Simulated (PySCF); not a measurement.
NMR data sheet: C$_{7}$H$_{16}$Si

```yaml
Formula: C7H16Si
SMILES: CC(C)(C)[C@H]1CC[SiH2]1
InChI: InChI=1S/C7H16Si/c1-7(2,3)6-4-5-8-6/h6H,4-5,8H2,1-3H3/t6-/m1/s1
Point_group_of_the_computed_structure: C1
Degrees_of_unsaturation: 1
Carbon_signals: 5
Proton_signals: 8
```

Atoms are numbered as in `[CH3:1][C:2]([CH3:3])([CH3:4])[C@H:5]1[CH2:6][CH2:7][SiH2:8]1`. Each H is labelled by its parent atom. Ha(C6), Ha(C7), Ha(Si8) are cis to C2 on the ring; Hb(C6), Hb(C7), Hb(Si8) are trans to C2 on the ring.

All values are calculated (PySCF): coordinates at the GFN2-xTB level, GIAO PBE0/pcSseg-1 shieldings. One averaged value for each set of equivalent atoms, non-relativistic, one computed conformer, isolated molecule.

Scale: TMS for 1H, 13C, 29Si (reference shieldings calculated alike).

| carbon | δC, type | δH (multiplicity) | HMBC from (2–3 bonds) | span of the C tensor (ppm) |
| --- | --- | --- | --- | --- |
| C1/C3/C4 | 30.0, CH3 | 0.90 (s) | H(C5), H(C1)/H(C3)/H(C4) | 50 |
| C2 | 33.4, C | – | Ha(Si8), Hb(Si8), Hb(C6), Ha(C6), H(C5), H(C1)/H(C3)/H(C4) | 13 |
| C5 | 45.0, CH | 2.07 (m) | Ha(Si8), Hb(Si8), Hb(C6), Ha(C6), Hb(C7), Ha(C7), H(C1)/H(C3)/H(C4) | 57 |
| C6 | 25.1, CH2 | Hb(C6) 2.31 (m); Ha(C6) 2.21 (m) | Ha(Si8), Hb(Si8), H(C5), Hb(C7), Ha(C7) | 36 |
| C7 | 3.6, CH2 | Ha(C7) 1.11 (m); Hb(C7) 1.38 (m) | Ha(Si8), Hb(Si8), Hb(C6), Ha(C6), H(C5) | 35 |

Other nuclei:
| atoms | nucleus | environment | δ (ppm) | σ (ppm) |
| --- | --- | --- | --- | --- |
| Ha(Si8) | 1H | hydrogen on a silicon bonded to 2 C, in a 4-membered ring | 4.80 | 26.91 |
| Hb(Si8) | 1H | hydrogen on a silicon bonded to 2 C, in a 4-membered ring | 4.69 | 27.03 |
| Si8 | 29Si | silicon bonded to 2 C, 2 H, in a 4-membered ring | -37.2 | 386.4 |

- Carbon types of the structure: 1 × C, 1 × CH, 2 × CH2, 3 × CH3, leaving 2 H on heteroatoms.
- δC 33.4: quaternary sp3 carbon; a saturated carbon with 4 carbon neighbours and no heteroatom attached.
- δC 30.0: methyl carbon; saturated and bonded to C and H only.
- δC 25.1: sp3 CH2 in a ring; saturated and bonded to C and H only.
- δC 3.6: sp3 CH2 bonded to Si; an electropositive neighbour leaves it electron-rich and shielded.
- δH 0.90: hydrogen on a methyl carbon; far from electronegative atoms and π systems.

Shifts are as computed. Against solution values, carbons near 30 ppm lie about +3 ppm off and those near 130 ppm about +5 ppm. Of 1211 compounds with measured shifts, 218 miss one by over three times the rms of a fit or turn the order of signals round; such compounds aren't used in these exercises. Multiplicities follow the n + 1 count of equivalent neighbours, as no J values were calculated; m marks all less simple cases, F and P coupling included.
